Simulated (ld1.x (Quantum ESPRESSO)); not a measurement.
# Pseudopotential generation for Sb: TM, PBE, fully relativistic.

Input for ld1.x (Quantum ESPRESSO) 7.5:

```
&input
   title='Sb', zed=51., rel=2, dft='PBE', iswitch=3,
   config='[Kr] 4d10 5s2 5p3', rel_dist='average',
   nld=3, rlderiv=2.70, eminld=-3.0, emaxld=5.0, deld=0.02
 /
 &inputp
   pseudotype=2, tm=.true., lloc=1,
   nlcc=.true., new_core_ps=.true., rcore=1.10,
   file_pseudopw='Sb.UPF', file_wfcaegen='ae.wfc', file_wfcncgen='nc.wfc', file_beta='beta', file_chi='chi'
 /
2
5S  1  0   2.00   0.00  1.50  1.50  0.0
5P  2  1   3.00   0.00  2.50  2.50  0.0
 &test
   configts(1)='5s2 5p3'
 /
```

Command:

```bash
ld1.x < Sb.in > Sb.out
```

Output (shortened: banner, matrices, multipoles, cross overlaps and the repeated all-electron block are left out):

```
Program LD1 v.7.5
     --------------------------- All-electron run ----------------------------

     Sb
     dirac relativistic calculation

     atomic number is 51.00
     dft =PBE   lsd =0 sic =0 latt =0  beta=0.20 tr2=1.0E-14
     Exchange-correlation= PBE
                           (   1   4   3   4   0   0   0)
     mesh =1243 r(mesh) =  98.80758 a.u. xmin = -7.00 dx = 0.01250
     1 Ry =  13.60569312 eV, c = 137.03599908

     n l j   nl                  e(Ry)          e(Ha)          e(eV)
     Spin orbit split results
     1 0 0.5 1S 1( 2.00)     -2225.9125     -1112.9563    -30285.0829
     2 0 0.5 2S 1( 2.00)      -338.6110      -169.3055     -4607.0372
     2 1 0.5 2P 1( 2.00)      -316.7719      -158.3860     -4309.9017
     2 1 1.5 2P 1( 4.00)      -298.2637      -149.1319     -4058.0848
     3 0 0.5 3S 1( 2.00)       -66.3886       -33.1943      -903.2624
     3 1 0.5 3P 1( 2.00)       -57.4646       -28.7323      -781.8460
     3 1 1.5 3P 1( 4.00)       -54.0495       -27.0247      -735.3803
     4 0 0.5 4S 1( 2.00)       -10.9296        -5.4648      -148.7051
     4 1 0.5 4P 1( 2.00)        -7.9126        -3.9563      -107.6570
     4 1 1.5 4P 1( 4.00)        -7.2815        -3.6408       -99.0700
     3 2 1.5 3D 1( 4.00)       -38.2981       -19.1491      -521.0728
     3 2 2.5 3D 1( 6.00)       -37.5884       -18.7942      -511.4168
     4 2 1.5 4D 1( 4.00)        -2.5152        -1.2576       -34.2211
     4 2 2.5 4D 1( 6.00)        -2.4238        -1.2119       -32.9780
     5 0 0.5 5S 1( 2.00)        -0.9421        -0.4711       -12.8184
     5 1 0.5 5P 1( 1.00)        -0.3856        -0.1928        -5.2469
     5 1 1.5 5P 1( 2.00)        -0.3410        -0.1705        -4.6392
     Averaged results
     1 0     1S 1( 2.00)     -2225.9125     -1112.9563    -30285.0829
     2 0     2S 1( 2.00)      -338.6110      -169.3055     -4607.0372
     2 1     2P 1( 6.00)      -304.4331      -152.2166     -4142.0238
     3 0     3S 1( 2.00)       -66.3886       -33.1943      -903.2624
     3 1     3P 1( 6.00)       -55.1878       -27.5939      -750.8689
     4 0     4S 1( 2.00)       -10.9296        -5.4648      -148.7051
     4 1     4P 1( 6.00)        -7.4919        -3.7459      -101.9324
     3 2     3D 1(10.00)       -37.8723       -18.9362      -515.2792
     4 2     4D 1(10.00)        -2.4604        -1.2302       -33.4752
     5 0     5S 1( 2.00)        -0.9421        -0.4711       -12.8184
     5 1     5P 1( 3.00)        -0.3559        -0.1779        -4.8418

     final scf error:  2.5E-15 reached in  26 iterations

     Etot =  -12967.001108 Ry,   -6483.500554 Ha, -176425.037802 eV

     Ekin =   13683.704019 Ry,    6841.852009 Ha,  186176.277663 eV
     Encl =  -31487.948944 Ry,  -15743.974472 Ha, -428415.370405 eV
     Eh   =    5178.452823 Ry,    2589.226412 Ha,   70456.439967 eV
     Exc  =    -341.209006 Ry,    -170.604503 Ha,   -4642.385028 eV

     normalization and overlap integrals

     s(1S/1S) =  1.000000  <r> =   0.0284  <r2> =    0.0011  r(max) =   0.0184
     s(2S/2S) =  1.000000  <r> =   0.1222  <r2> =    0.0177  r(max) =   0.1034
     s(2P/2P) =  1.000000  <r> =   0.1033  <r2> =    0.0131  r(max) =   0.0805
     s(2P/2P) =  1.000000  <r> =   0.1087  <r2> =    0.0144  r(max) =   0.0846
     s(3S/3S) =  1.000000  <r> =   0.3302  <r2> =    0.1248  r(max) =   0.2991
     s(3P/3P) =  1.000000  <r> =   0.3208  <r2> =    0.1197  r(max) =   0.2881
     s(3P/3P) =  1.000000  <r> =   0.3321  <r2> =    0.1280  r(max) =   0.2954
     s(4S/4S) =  1.000000  <r> =   0.7908  <r2> =    0.7075  r(max) =   0.7266
     s(4P/4P) =  1.000000  <r> =   0.8325  <r2> =    0.7915  r(max) =   0.7450
     s(4P/4P) =  1.000000  <r> =   0.8617  <r2> =    0.8479  r(max) =   0.7735
     s(3D/3D) =  1.000000  <r> =   0.3033  <r2> =    0.1092  r(max) =   0.2419
     s(3D/3D) =  1.000000  <r> =   0.3069  <r2> =    0.1117  r(max) =   0.2449
     s(4D/4D) =  1.000000  <r> =   1.0227  <r2> =    1.2362  r(max) =   0.8442
     s(4D/4D) =  1.000000  <r> =   1.0360  <r2> =    1.2692  r(max) =   0.8549
     s(5S/5S) =  1.000000  <r> =   2.2274  <r2> =    5.6528  r(max) =   1.9025
     s(5P/5P) =  1.000000  <r> =   2.8244  <r2> =    9.2941  r(max) =   2.2664
     s(5P/5P) =  1.000000  <r> =   2.9664  <r2> =   10.2679  r(max) =   2.3826

     ------------------------ End of All-electron run ------------------------

     --------------------- Generating NC pseudopotential ---------------------

      Generating local pot.: lloc=1, j= 0.50, matching radius rcloc =   2.5000

      Generating local pot.: lloc=1, j= 1.50, matching radius rcloc =   2.5000

      Computing core charge for nlcc:

       r > 1.11 : true rho core
      Core charge pseudized with two Bessel functions
      Integrated core pseudo-charge :  25.01

     Fully relativistic calculation: |psi|^2

     Wfc 5S LC norm =  0.99991484 SC norm =  0.00008288 missing  0.00000228

      Wfc   5S  rcut= 1.482  Using Troullier-Martins method

     ------------------- End of pseudopotential generation -------------------

     Computing logarithmic derivative in   2.71677
     Computing logarithmic derivative in   2.71677
     Computing the partial wave expansion
     R is outside the sphere for l=    0 j= 0.50
       no projector for channel:   1
       no projector for channel:   1

     ---------------------- Testing the pseudopotential ----------------------

     Sb
     dirac relativistic calculation

     atomic number is 51.00   valence charge is  5.00
     dft =PBE   lsd =0 sic =0 latt =0  beta=0.20 tr2=1.0E-14
     mesh =1243 r(mesh) =  98.80758 xmin = -7.00 dx = 0.01250

     n l  j  nl             e AE (Ry)       e PS (Ry)    De AE-PS (Ry)
     1 0 0.5 5S   1( 2.00)       -0.94214       -0.94213       -0.00001
     2 1 0.5 5P   1( 1.00)       -0.38564       -0.35498       -0.03066  !
     2 1 1.5 5P   1( 2.00)       -0.34097       -0.35498        0.01400  !

     eps = 1.5E-15  iter =  8

     Etot =  -12967.001108 Ry,   -6483.500554 Ha, -176425.037802 eV
     Etotps =   -71.099154 Ry,     -35.549577 Ha,    -967.353267 eV

     Ekin =       3.322235 Ry,       1.661118 Ha,      45.201312 eV
     Encl =     -18.994227 Ry,      -9.497113 Ha,    -258.429623 eV
     Ehrt =       8.567720 Ry,       4.283860 Ha,     116.569771 eV
     Ecxc =     -63.560718 Ry,     -31.780359 Ha,    -864.787619 eV
     (Ecc =     -60.100394 Ry,     -30.050197 Ha,    -817.707522 eV)
     Epseu=      -0.434164 Ry,      -0.217082 Ha,      -5.907107 eV

     ---------------------- End of pseudopotential test ----------------------
```

Generation and configuration tests took about 1.9 s on one core of a shared server CPU.
